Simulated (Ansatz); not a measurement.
Name a neutral molecule of B, C, N and H with LUMO energy (ωB97M-V/def2-TZVPP) between 1.70 and 2.00 eV and HOMO–LUMO gap (PBE0/def2-TZVPP) between 6.45 and 6.75 eV (Ansatz, PBE0-D4/def2-TZVP geometry).

`NC1=NCB1` (1.84 eV, 6.66 eV); `NBC1C=C1` (1.91 eV, 6.72 eV); `CB1N=C1C` (2.00 eV, 6.48 eV); `CB(C)CN` (1.88 eV, 6.56 eV); `NCC1BN1` (1.82 eV, 6.67 eV); `CB1NC1(N)N` (1.89 eV, 6.74 eV). Other molecules can fit too; these were computed, each in one conformer that needn't be the lowest.
